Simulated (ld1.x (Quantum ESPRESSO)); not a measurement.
**Pm (Z = 61): one change to a TM potential, before and after**

ld1.x (Quantum ESPRESSO) 7.5 input, shortened:

```
&input
   title='Pm', zed=61., rel=1, dft='BLYP', iswitch=3,
   config='[Xe] 4f4 5d1 6s1 6p1'
 /
 &inputp
   pseudotype=2, tm=.true., lloc=-1, rcloc=3.55,
   nlcc=.true., rcore=2.15
 /
3
6S  1  0   1.00   0.00  3.75  3.75  0.0
6P  2  1   1.00   0.00  3.45  3.45  0.0
5D  3  2   1.00   0.00  2.30  2.30  0.0
 &test
   configts(1)='5d1 6s1 6p1'
 /
```

Change: all radii but the core radius scaled by about 1.10 (s 4.12, p 3.78, d 2.52 bohr); local potential all-electron potential smoothed inside 3.90 bohr (lloc = -1).

Cutoffs: the cutoffs (Ry, on a coarse ladder) from which the occupation-weighted sum of valence levels, in a spherical-Bessel basis at the reference potential, stays within 10 and 1 mRy of its value at 400 Ry; they do not see the model core or the augmentation charge, which bear on the density cutoff. Errors are all-electron minus pseudo energies relative to the spin-unpolarised reference configuration.

Question: How do hardness, ghosts and transferability respond?

Answer: The potential gets neither clearly harder nor softer (12 Ry and 18 Ry → 12 Ry and 18 Ry); of the 7 tests that both files solve, the error grows in 5 and shrinks in 0 by more than 15 % and 0.3 meV (median size 24.9 → 28.3 meV); neither file shows a bound ghost. More of the atom is replaced by a form fitted at one configuration, so other configurations suffer.

```tsv
quantity	base	changed
cutoff, loose	12 Ry	12 Ry
cutoff, tight	18 Ry	18 Ry
bound ghosts	none	none
error for 5d1 6s2 6p0, meV [ΔE -2.69 eV]	-1.0	-4.3
error for 5d1 6s1 6p0, meV [ΔE 3.59 eV]	-1.0	-1.6
error for 5d1 6s0 6p0, meV [ΔE 15.29 eV]	-25	-28
error for 5d2 6s0 6p0, meV [ΔE 4.31 eV]	-83	-81
error for 5d0 6s2 6p1, meV [ΔE -0.56 eV]	-42	-50
error for 5d2 6s1 6p0, meV [ΔE -1.35 eV]	-57	-66
error for 5d1.5 6s1.5 6p0, meV [ΔE -2.07 eV]	-18	-26
```
